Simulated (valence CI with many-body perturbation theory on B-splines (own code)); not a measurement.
# E1 transitions of Dy¹⁷⁺

Level of theory: configuration interaction combined with many-body perturbation theory (CI+MBPT): three valence electrons over a frozen Dirac-Fock core [Kr] 4d10, a basis of 7 s, 7 p, 7 d, 7 f, 4 g, 2 h functions for each j, with the one-electron correlation potential Σ1, the two-electron term Σ2, the three-electron term Σ3, Breit, model QED; selected CI, second order for the rest, scaled by the run's own slope (own B-spline code, finite nucleus).

No measured levels were compared; by estimate terms of the open shell hold to a few per cent of their energy, and close levels can change places.

Lines 201 to 250 of 553 in falling wavelength, among levels below 986490 cm⁻¹, chosen from the strongest by gf and those to the six lowest levels. Wavelengths and rates use the calculated energies, so an error of 2000 cm⁻¹ moves a line at 244.2 Å by 0.49 % and its rate by three times that or more. Electric multipoles are in the length gauge, E1 and E2 with the static RPA response of the core. Weak lines are less certain than strong ones. Lines between different terms over intervals too small for the method are left out, as are lines whose strength nearly cancels. Where a level lies close to another of its J and parity, the split of strength between their lines is uncertain. The highest levels of a list are the least certain.

Names give the largest LS component (configuration and term), which can be under half, so a name can repeat, a term be missing and a line seem to break the LS rules; names also repeat where a configuration has a term twice. Letters in brackets count levels of one name in rising energy.

```tsv
λ vac (Å)	Upper	Lower	A (s⁻¹)	S (a.u.) with core polarisation	S without
244.2	4f2 5d 4H_11/2 [a]	4f2 5p 4H°_11/2	4.90e+09	4.23e-01	5.24e-01
244.2	4f2 5d 4I_11/2 [b]	4f2 5p 4H°_9/2 [b]	1.53e+10	1.32e+00	1.63e+00
244.1	4f2 5d 2G_9/2 [a]	4f2 5p 4F°_9/2	1.16e+10	8.34e-01	1.03e+00
243.9	4f2 5d 4G_7/2 [a]	4f2 5p 4H°_7/2 [b]	5.34e+09	3.06e-01	3.79e-01
243.8	4f2 5d 4H_9/2 [a]	4f2 5p 4H°_9/2 [b]	1.72e+10	1.23e+00	1.52e+00
243.8	4f2 5d 4D_1/2	4f2 5p 4D°_3/2 [b]	3.88e+10	5.55e-01	6.87e-01
243.7	4f2 5d 4H_11/2 [b]	4f2 5p 4G°_9/2	1.41e+10	1.21e+00	1.50e+00
243.7	4f2 5d 4G_5/2 [c]	4f2 5p 4G°_5/2 [b]	2.23e+10	9.55e-01	1.18e+00
243.7	4f2 5d 4G_11/2 [a]	4f2 5p 2I°_11/2 [b]	6.12e+09	5.24e-01	6.49e-01
243.7	4f2 5d 4H_9/2 [a]	4f2 5p 4H°_7/2 [b]	2.01e+10	1.43e+00	1.77e+00
243.6	4f2 5d 2D_3/2 [a]	4f2 5p 4D°_3/2 [b]	1.07e+10	3.06e-01	3.77e-01
243.6	4f2 5d 4F_3/2 [b]	4f2 5p 4F°_3/2	1.03e+10	2.93e-01	3.63e-01
243.5	4f2 5d 2D_5/2 [c]	4f2 5p 2F°_5/2 [b]	1.07e+10	4.58e-01	5.66e-01
243.4	4f2 5d 4H_13/2 [b]	4f2 5p 2I°_13/2 [a]	8.30e+09	8.27e-01	1.02e+00
243.4	4f2 5d 4F_7/2 [a]	4f2 5p 4G°_7/2 [b]	7.94e+09	4.52e-01	5.59e-01
243.3	4f2 5d 4K_17/2	4f2 5p 4I°_15/2	5.65e+10	7.23e+00	8.93e+00
243.2	4f2 5d 2G_7/2 [c]	4f2 5p 2F°_7/2 [c]	1.27e+10	7.19e-01	8.86e-01
243.2	4f2 5d 4P_1/2 [a]	4f2 5p 2P°_1/2 [a]	1.89e+10	2.68e-01	3.31e-01
243.2	4f2 5d 4G_11/2 [c]	4f2 5p 2H°_11/2 [b]	7.03e+09	5.99e-01	7.41e-01
243.2	4f2 5d 2G_7/2 [b]	4f2 5p 2G°_7/2 [a]	5.33e+09	3.02e-01	3.73e-01
243.1	4f2 5d 4F_7/2 [a]	4f2 5p 4F°_5/2 [b]	7.86e+09	4.46e-01	5.52e-01
243.0	4f2 5d 4G_11/2 [b]	4f2 5p 4F°_9/2	2.78e+10	2.36e+00	2.91e+00
242.8	4f2 5d 4G_9/2 [a]	4f2 5p 4G°_9/2	1.64e+10	1.16e+00	1.44e+00
242.7	4f2 5d 2K_13/2	4f2 5p 2I°_11/2 [b]	3.57e+10	3.52e+00	4.34e+00
242.6	4f2 5d 4F_7/2 [b]	4f2 5p 2G°_9/2 [b]	4.98e+09	2.81e-01	3.47e-01
242.5	4f2 5d 2F_7/2 [c]	4f2 5p 2G°_7/2 [b]	5.34e+09	3.00e-01	3.71e-01
242.5	4f2 5d 2D_3/2 [b]	4f2 5p 2F°_5/2 [d]	2.75e+10	7.74e-01	9.57e-01
242.4	4f2 5d 4I_15/2	4f2 5p 4I°_13/2	4.78e+10	5.38e+00	6.65e+00
242.3	4f2 5d 4F_9/2 [b]	4f2 5p 2G°_7/2 [b]	8.98e+09	6.31e-01	7.77e-01
242.2	4f2 5d 4D_5/2	4f2 5p 4F°_5/2 [b]	2.02e+10	8.49e-01	1.05e+00
241.8	4f2 5d 4D_7/2	4f2 5p 4F°_7/2	1.74e+10	9.71e-01	1.20e+00
241.8	4f2 5d 2K_15/2 [a]	4f2 5p 2I°_13/2 [a]	3.99e+10	4.45e+00	5.49e+00
241.7	4f2 5d 2H_11/2 [a]	4f2 5p 2G°_9/2 [c]	1.99e+10	1.66e+00	2.06e+00
241.6	4f2 5d 4F_3/2 [b]	4f2 5p 4G°_5/2 [b]	3.16e+10	8.81e-01	1.09e+00
241.4	4f2 5d 4F_7/2 [b]	4f2 5p 2G°_7/2 [a]	6.34e+09	3.52e-01	4.35e-01
241.4	4f2 5d 2G_9/2 [a]	4f2 5p 4F°_7/2	1.53e+10	1.06e+00	1.31e+00
241.4	4f2 5d 4H_11/2 [b]	4f2 5p 4H°_11/2	1.16e+10	9.65e-01	1.20e+00
241.3	4f2 5d 2I_13/2 [a]	4f2 5p 2H°_11/2 [a]	3.97e+10	3.86e+00	4.77e+00
241.2	4f2 5d 4D_7/2	4f2 5p 4G°_7/2 [b]	5.54e+09	3.07e-01	3.80e-01
241.2	4f2 5d 2G_9/2 [b]	4f2 5p 2G°_7/2 [a]	8.30e+09	5.75e-01	7.10e-01
241.1	4f2 5d 4G_11/2 [a]	4f2 5p 2H°_11/2 [a]	1.88e+10	1.56e+00	1.94e+00
241.1	4f2 5d 2F_7/2 [c]	4f2 5p 2G°_9/2 [c]	1.51e+10	8.35e-01	1.03e+00
241.1	4f2 5d 2G_9/2 [c]	4f2 5p 2G°_9/2 [b]	6.32e+09	4.37e-01	5.40e-01
241.0	4f2 5d 4H_11/2 [c]	4f2 5p 4G°_9/2	5.12e+09	4.24e-01	5.25e-01
240.9	4f2 5d 4D_3/2 [b]	4f2 5p 4F°_3/2	1.29e+10	3.56e-01	4.41e-01
240.9	4f2 5d 4D_7/2	4f2 5p 4F°_5/2 [b]	6.41e+09	3.54e-01	4.37e-01
240.8	4f2 5d 4H_11/2 [a]	4f2 5p 4H°_9/2 [b]	1.82e+10	1.50e+00	1.86e+00
240.7	4f2 5d 4H_13/2 [a]	4f2 5p 4H°_11/2	3.53e+10	3.40e+00	4.20e+00
240.7	4f2 5d 2G_9/2 [a]	4f2 5p 4G°_7/2 [b]	7.69e+09	5.30e-01	6.55e-01
240.6	4f2 5d 4F_9/2 [b]	4f2 5p 4G°_11/2 [b]	8.17e+09	5.62e-01	6.94e-01
```
